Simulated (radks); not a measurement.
Results of a calculation; reference values are marked as such.
Task: All-electron atom: S+ in [Ne] 3s2 3p3. Level of theory: Dirac Kohn-Sham, LDA (Slater exchange, Perdew-Wang correlation), spin-unpolarised, spherical densities, point nucleus; open shells are shared between the two j in proportion to 2j + 1; speed of light set to 274.072 atomic units (2 times the physical value, a model run) (a radial shooting solver on a logarithmic mesh with Libxc functionals). Some entries of the table are withheld. Estimate them.

orbital  occ.  eigenvalue (hartree)  r(max) (bohr)  <r^2> (bohr^2)
1s1/2       2             -88.30379        0.06379         0.01277
2s1/2       2              -8.14181         0.3907          0.2770
2p1/2       2                   (1)            (2)          0.2457
2p3/2       4                   (3)            (4)          0.2463
3s1/2       2              -1.01193          1.391           3.111
3p1/2       1                   (5)          1.543           4.226
3p3/2       2                   (6)          1.545           4.234

Result: 
(1) 2p1/2 eigenvalue (hartree): -6.19042
(2) 2p1/2 r(max) (bohr): 0.3255
(3) 2p3/2 eigenvalue (hartree): -6.17889
(4) 2p3/2 r(max) (bohr): 0.3259
(5) 3p1/2 eigenvalue (hartree): -0.62126
(6) 3p3/2 eigenvalue (hartree): -0.62033
